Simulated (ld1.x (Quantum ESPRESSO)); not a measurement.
# Which change was made? (B, RRKJ)

| Item | Value |
| --- | --- |
| Element | B |
| Generator | ld1.x (Quantum ESPRESSO) 7.5 |
| Type | norm-conserving RRKJ (Kleinman–Bylander form) |
| Functional | PBE |
| Relativity | scalar-relativistic |
| Frozen core | [He] |
| Valence charge | 3 |
| Reference configuration | 2s2 2p0 (charge +1) |
| Partial waves | 2p (bound, empty): rc 2.40 bohr; 2s (bound): rc 1.35 bohr |
| Local potential | the s channel |
| Core correction | a·sin(br)/r model core inside 1.10 bohr |

Cutoffs, loose and tight: the cutoffs (Ry, on a coarse ladder) from which the occupation-weighted sum of valence levels, in a spherical-Bessel basis at the reference potential, stays within 10 and 1 mRy of its value at 400 Ry. They do not see the model core or the augmentation charge, which bear on the density cutoff. Test errors are all-electron minus pseudo excitation energies from the reference, over the configurations 2s2 2p1; 2s1 2p0; 2s2 2p0.5; 2s2 2p1.3; 2s1 2p2; 2s0 2p3; 2s1 2p1; variants that change the core or the reference have their own tests.

The base gives: outcome: generated; cutoff, loose: 21 Ry; cutoff, tight: 55 Ry; bound ghosts: none; largest test error (meV): +105.

Task: After one change the result is: outcome: generated; cutoff, loose: 21 Ry; cutoff, tight: 55 Ry; bound ghosts: none; largest test error (meV): +153. Which change was it?
A. reference 2s2 2p1
B. wave 2s (bound): rc 1.35 bohr becomes 2s (bound): rc 1.56 bohr
C. wave 2p (bound): rc 2.40 bohr becomes 2p (bound): rc 3.62 bohr

Result: A. The others give: wave 2s (bound): rc 1.35 bohr becomes 2s (bound): rc 1.56 bohr → outcome: generated; cutoff, loose: 18 Ry; cutoff, tight: 50 Ry; bound ghosts: none; largest test error (meV): +114 | wave 2p (bound): rc 2.40 bohr becomes 2p (bound): rc 3.62 bohr → outcome: generated; cutoff, loose: 21 Ry; cutoff, tight: 55 Ry; bound ghosts: none; largest test error (meV): +613.
